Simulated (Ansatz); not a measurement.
[AgF4]- (AgF4⁻) was relaxed with PBE0-D4 (def2-SVPD) in Ansatz in these states: charge -1 singlet, charge -1 triplet. The geometries follow in no particular order.

In the def2 sets Ag takes a core potential; there is no spin–orbit coupling.

A:

Cartesian coordinates in Å:
```
Ag 0.0000 0.0000 0.0000
F 1.9811 0.2269 -0.1835
F 0.1394 0.3707 1.9629
F -1.9811 -0.2269 0.1835
F -0.1394 -0.3707 -1.9629
```

B:

```xyz
5

Ag    0.000    0.000    0.000
F     1.630   -0.767   -0.663
F    -0.882   -0.453   -1.643
F    -1.630    0.767    0.663
F     0.882    0.453    1.643
```

Judge from the bond lengths which geometry belongs to which state (an estimate).

A is the charge -1 triplet (Ag1–F5 2.002 Å, Ag1–F2 2.002 Å, Ag1–F4 2.002 Å); B is the charge -1 singlet (Ag1–F5 1.919 Å, Ag1–F2 1.919 Å, Ag1–F4 1.919 Å).
